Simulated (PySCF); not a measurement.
CH₃FSZn. Atoms are numbered in the order given.

```xyz
7

Zn     0.0801    -0.7028     0.0000
F     -0.3853    -2.3892     0.0000
S      0.6774     1.3854     0.0000
C     -0.9783     2.2033     0.0000
H     -1.5603     1.9580    -0.8992
H     -0.7823     3.2849     0.0000
H     -1.5603     1.9580     0.8992
```
Charge 0, spin multiplicity 1.

Geometry optimised at B3LYP-D3(BJ)/def2-SVP. The structure was generated by enumeration; whether it is a known compound was not checked. The values are those of a single conformer.

Calculation: r2SCAN/def2-TZVP run with PySCF.

The molecule is in vacuum.

Computed frontier levels, gap, dipole moment and polarisability:
```yaml
highest_occupied_level: -6.19 eV
lowest_empty_level: -1.94 eV
orbital_gap: 4.25 eV
dipole_moment: 2.50 D
quadrupole, principal values (traceless, Buckingham form, about the centre of nuclear charge): -11.94, 2.88, 9.06 D·Å
mean_static_polarisability: 54.5 bohr³ (8.08 Å³)
polarisability_principal_values: 42.0, 49.5, 72.0 bohr³
```
